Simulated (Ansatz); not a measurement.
C$_{3}$H$_{7}$Ga (`C/C=[CH]\[GaH2]`), charge 0, multiplicity 1.

Problem. Give a relaxed structure at PBE0-D4/def2-TZVP (Ansatz 0.2.0). (Best estimate.)

Solution. The calculation gave: 
```xyz
11

C    -0.530    1.128   -0.919
C    -0.815   -0.303   -0.624
C    -0.183   -1.089    0.256
Ga    1.302   -0.590    1.412
H     0.293    1.518   -0.321
H    -0.284    1.258   -1.978
H    -1.418    1.741   -0.733
H    -1.636   -0.727   -1.206
H    -0.544   -2.115    0.325
H     1.916    0.857    1.412
H     1.900   -1.677    2.376
```
Point group Cs.
This is one stationary point; other conformers may exist.
